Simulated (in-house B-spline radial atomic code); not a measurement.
A fraction x of an electron is moved 3d → 4d in Mo VI (Mo5+), starting from [Kr] 4d1 and keeping the highest spin. Level of theory: scalar-relativistic (X2C) LDA VWN5, spin-polarised, spherical fractional occupations, Fermi nucleus of rms radius 4.4091 fm; calculated with a radial B-spline atomic code at the basis-set limit.

| x | E(x) - E(0) (eV) | 3d down level (eV) | 4d up level (eV) |
| --- | --- | --- | --- |
| 0 | 0.0000 | -287.636 | -61.429 |
| 0.125 | 28.4086 | -290.248 | -61.917 |
| 0.25 | ? | ? | ? |
| 0.375 | 86.0217 | -295.457 | -62.884 |
| 0.5 | 115.2259 | -298.056 | -63.363 |
| 0.625 | 144.6950 | -300.650 | -63.839 |
| 0.75 | 174.4287 | -303.240 | -64.312 |
| 0.875 | ? | ? | ? |
| 1 | 234.6893 | -308.407 | -65.251 |

(1) What belongs in the row x = 0.25?

(2) What belongs in the row x = 0.875?

(3) Check Janak's theorem between x = 0.375 and 0.5.

## Answers

(1) An energy change of 57.0826 eV; 3d down at -292.855 eV, 4d up at -62.402 eV.

(2) An energy change of 204.4269 eV; 3d down at -305.825 eV, 4d up at -64.783 eV.

(3) The slope of the energy is 233.63 eV; the orbital levels give 233.63 eV (ε of the receiving orbital less ε of the emptying one, averaged over the two points).
